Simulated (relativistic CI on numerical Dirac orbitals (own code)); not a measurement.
# Ru4+ (4d4) in a crystal field

Calculated by Dirac-Coulomb-Breit CI, KLI orbitals optimised for each configuration, model QED (radiative potential, 1s self-energy scaled to tabulated hydrogen-like ionisation energies), valence Slater integrals scaled by 0.65, one configuration in a parametric crystal field (own radial code).

Field parameters in Wybourne normalisation: Oh B⁴₀ = 21Dq, B⁴₄ = √(5/14) B⁴₀. The field is a parameter set, without covalency.

S and J are read from ⟨S²⟩ = S(S + 1) and ⟨J²⟩ = J(J + 1) of each level; they are not fictitious spins.

Oh, 10Dq = 7250 cm⁻¹, the lowest 16 levels:

```
E (cm⁻¹)  Degeneracy  Irrep     S     J
     0.0           1     A1  1.93  2.29
     360           3     T1  1.96  2.52
     655           2      E  1.98  2.74
     807           3     T2  1.99  2.87
     969           1     A2  1.99  3.00
    7239           1     A1  1.10  3.87
    7433           3     T2  1.93  2.56
    7472           3     T1  1.93  2.85
    7514           1     A1  1.93  3.19
    8113           3     T1  1.19  4.05
    8281           2      E  1.89  3.54
    8324           3     T1  1.89  3.49
    8502           3     T2  1.19  3.95
    8717           2      E  1.09  3.85
    8808           3     T2  1.84  3.86
   13174           3     T2  0.82  4.76
```

Oh, 10Dq = 42050 cm⁻¹, the lowest 10 levels:

```
E (cm⁻¹)  Degeneracy  Irrep     S     J
     0.0           1     A1  1.00  4.34
     889           3     T1  1.00  4.19
    2045           3     T2  0.99  3.85
    2065           2      E  0.99  3.79
    9485           3     T2  0.05  4.44
   10155           2      E  0.03  4.46
   20302           1     A1  0.04  3.74
   27834           1     A2  2.00  3.00
   27845           3     T2  2.00  2.98
   27857           2      E  1.99  2.95
```

Oh, 10Dq = 36250 cm⁻¹, the lowest 10 levels:

| E (cm⁻¹) | Degeneracy | Irrep | S | J |
| --- | --- | --- | --- | --- |
| 0.0 | 1 | A1 | 1.00 | 4.32 |
| 908 | 3 | T1 | 1.01 | 4.19 |
| 2068 | 3 | T2 | 0.99 | 3.86 |
| 2086 | 2 | E | 1.00 | 3.79 |
| 9416 | 3 | T2 | 0.05 | 4.47 |
| 10137 | 2 | E | 0.04 | 4.50 |
| 19834 | 1 | A1 | 0.05 | 3.76 |
| 22145 | 1 | A2 | 2.00 | 3.00 |
| 22162 | 3 | T2 | 1.99 | 2.97 |
| 22179 | 2 | E | 1.99 | 2.95 |

The free-ion ground term has S = 2. The field overcomes the spin-pairing energy for Oh, 10Dq = 42050 cm⁻¹; Oh, 10Dq = 36250 cm⁻¹, where the ground state has lower spin; these fields are assumed values.

Levels of this model without a field, named by their leading LS term (the scale mimics covalency, so terms lie below those of the real free ion): 5D_0 0, 5D_1 547, 5D_2 1395, 5D_3 2394, 5D_4 3472, 3P_0 12730, 3H_4 13269, 3H_5 14505 cm⁻¹.
